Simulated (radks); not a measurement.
Values are calculated unless marked as measured or tabulated.
Excited configurations of Ho: one electron is placed in a higher orbital outside [Xe] 4f11 6s1. The ground configuration is [Xe] 4f11 6s2. Code: a radial shooting solver on a logarithmic mesh with Libxc functionals. Model: scalar-relativistic Kohn-Sham, r2SCAN, spin-polarised, spherical densities, finite nucleus; open shells are filled with parallel spins first (spin-orbit coupling, left out, can overturn this in heavy ions); meta-GGA in the generalised Kohn-Sham scheme; Fermi nuclear charge, rms radius 5.2022 fm. Excitation = E - E(ground); binding = E(ion) - E, where the ion is the core of charge +1; n* = 1/sqrt(2 binding) in atomic units, and the quantum defect is n - n*.

outer orbital  excitation (eV)  binding (eV)     n*  quantum defect  <r> (bohr)
5d                       2.137         3.678  1.923           3.077       3.786
6p                       1.922         3.894  1.869           4.131       5.281
7s                       3.655         2.160  2.510           4.490       9.905
7p                       4.204         1.611  2.906           4.094       12.71
7d                       4.974         0.841  4.022           2.978       22.71
7f                       5.385         0.431  5.619           1.381       45.64

The Delta-SCF ionisation energy is 5.816 eV (NIST Atomic Spectra Database: 6.022 eV, measured). Self-interaction in the functional shifts the binding energies and quantum defects, so they are the method's values and not measured ones. Open shells are spherical and high-spin; term and fine-structure splittings are not resolved. Spin-orbit splitting is averaged out at the scalar-relativistic level.
